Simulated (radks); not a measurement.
Effect of the nuclear size on neutral ytterbium, [Xe] 4f14 6s2. Method: Dirac Kohn-Sham, LDA (Slater exchange, Perdew-Wang correlation), spin-unpolarised, spherical densities, finite nucleus; Fermi nuclear charge, rms radius 5.3108 fm; computed with a radial shooting solver on a logarithmic mesh with Libxc functionals. The rms radius is varied about that value; shifts are against it.

rms radius (fm)	total energy shift (eV)	density at nucleus (e/bohr^3)	1s1/2 shift (meV)	2s1/2 shift (meV)	5s1/2 shift (meV)	5p1/2 shift (meV)	6s1/2 shift (meV)	4f7/2 shift (meV)	6p1/2 (empty) shift (meV)
4.4186	-12.3	1.082e+06	-5010	-681	-5.24	0.487	-0.204	0.867	0.171
4.8063	-7.13	1.054e+06	-2910	-396	-3.05	0.283	-0.119	0.504	0.099
5.3108	0	1.023e+06	0.000	0.000	0.000	0.000	0.000	0.000	0.000
5.8259	7.78	9.938e+05	3180	432	3.32	-0.309	0.129	-0.550	-0.108
5.8472	8.11	9.927e+05	3310	450	3.47	-0.322	0.135	-0.574	-0.113

Slopes of the eigenvalues against <r^2> in GHz/fm^2, as finite differences over the two radii next to the reference (eigenvalue slopes, not the field-shift constants of lines): 1s1/2 136000, 2s1/2 18500, 5s1/2 142, 5p1/2 -13.2, 6s1/2 5.53, 4f7/2 -23.5, 6p1/2 (empty) -4.63.
